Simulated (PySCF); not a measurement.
Field gradients from PBE0/pcSseg-1 densities (PySCF, non-relativistic) at GFN2-xTB geometries, isolated species, one conformer each; χzz is the principal value of largest magnitude, with Q(35Cl) = −0.0817 b, Q(14N) = 0.02044 b. GFN2-xTB bond lengths can be off by several hundredths of an ångström, more for odd bonds, and the gradients follow them. The basis is small and wasn't made for field gradients, so the couplings can be 20 % off.

Task: These 35Cl couplings (χzz in MHz, η) are listed in rising order: (-76.48, 0.02); (-72.27, 0.06); (-42.69, 0.04); (-39.44, 0.04). Assign them to: the chlorine on a fluorinated carbon of `F[C@@H](Cl)[C@H]1C=C[SiH2][SiH2]1`; the silicon-bound chlorine of `C=C(F)[C@@H]1[SiH2]C[Si@H]1Cl`; Cl1 (alkyl chlorine) in `[Cl:1][CH:2]([Cl:3])[C@H:4]1[O:5][CH2:6][SiH2:7]1`; the silicon-bound chlorine of `FCC[SiH2]C#C[SiH2]Cl`.

Result: -76.48 MHz, η 0.02: Cl1 (alkyl chlorine) in `[Cl:1][CH:2]([Cl:3])[C@H:4]1[O:5][CH2:6][SiH2:7]1`; -72.27 MHz, η 0.06: the chlorine on a fluorinated carbon of `F[C@@H](Cl)[C@H]1C=C[SiH2][SiH2]1`; -42.69 MHz, η 0.04: the silicon-bound chlorine of `FCC[SiH2]C#C[SiH2]Cl`; -39.44 MHz, η 0.04: the silicon-bound chlorine of `C=C(F)[C@@H]1[SiH2]C[Si@H]1Cl`.

Task: Rank these 14N sites by the size of the quadrupole coupling, smallest first.
A. N8 (silicon-bound nitrogen) in `[N:1]#[C:2][C:3]([F:4])([F:5])[SiH2:6][SiH2:7][NH2:8]`
B. N2 (nitrogen bridging silicon atoms) in `[SiH3:1][NH:2][SiH2:3][c:4]1[cH:5][cH:6][cH:7][cH:8][n:9]1`
C. N6 (nitrogen bridging silicon atoms) in `[CH3:1][CH:2]([CH3:3])[NH:4][SiH2:5][NH:6][SiH2:7][C:8]#[N:9]`

Result: C (3.378 MHz), B (3.630 MHz), A (4.533 MHz).

All sites together:

```
nucleus                                                                                                   site  Vzz (au)     η  χzz (MHz)
   35Cl                              the chlorine on a fluorinated carbon of F[C@@H](Cl)[C@H]1C=C[SiH2][SiH2]1     3.765  0.06     -72.27
   35Cl                                            the silicon-bound chlorine of C=C(F)[C@@H]1[SiH2]C[Si@H]1Cl     2.055  0.04     -39.44
   35Cl                              Cl1 (alkyl chlorine) in [Cl:1][CH:2]([Cl:3])[C@H:4]1[O:5][CH2:6][SiH2:7]1     3.984  0.02     -76.48
   35Cl                                                     the silicon-bound chlorine of FCC[SiH2]C#C[SiH2]Cl     2.224  0.04     -42.69
    14N     N2 (nitrogen bridging silicon atoms) in [SiH3:1][NH:2][SiH2:3][c:4]1[cH:5][cH:6][cH:7][cH:8][n:9]1    -0.756  0.29     -3.630
    14N                   N8 (silicon-bound nitrogen) in [N:1]#[C:2][C:3]([F:4])([F:5])[SiH2:6][SiH2:7][NH2:8]    -0.944  0.27     -4.533
    14N  N6 (nitrogen bridging silicon atoms) in [CH3:1][CH:2]([CH3:3])[NH:4][SiH2:5][NH:6][SiH2:7][C:8]#[N:9]    -0.703  0.48     -3.378
```
